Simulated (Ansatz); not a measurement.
Reaction (ligand exchange at the Si–C bond): `C=C(S)[SiH2]Cl` + `CO[SiH](O)F` → `CO[SiH](F)O[SiH2]Cl` + `C=CS`

Calculated with Ansatz (gas phase, PBE0-D4/def2-TZVP geometries, no zero-point term in ΔE). CBS: MP2 limit from def2 TZ/QZ plus the TZ coupled-cluster correction, frozen cores. This one scheme is used for every species. Functionals use def2-TZVPP. B3LYP here is the variant with VWN-RPA as its local correlation; programs differ in this. Each species was taken in one conformer, which may not be the lowest.

```tsv
species	B3LYP energy (Eh)
`C=C(S)[SiH2]Cl`	-1227.25460
`CO[SiH](O)F`	-581.22598
`CO[SiH](F)O[SiH2]Cl`	-1331.67717
`C=CS`	-476.84764
```

Problem. Work out ΔE.

Solution. ΔE = (-1331.67717) + (-476.84764) − (-1227.25460) − (-581.22598) = -0.04423 Eh = -1.20 eV. CCSD(T)/CBS gives -1.15 eV.

Largest T1 diagnostic among the species: 0.012.

In def2-TZVPP, CCSD(T) changes the Hartree–Fock value by +0.26 eV (the triples alone add +0.05 eV) and MP2 by +0.29 eV. From PBE to PBE0 (25 % exact exchange), in def2-TZVPP and without D4, ΔE moves by −0.06 eV.
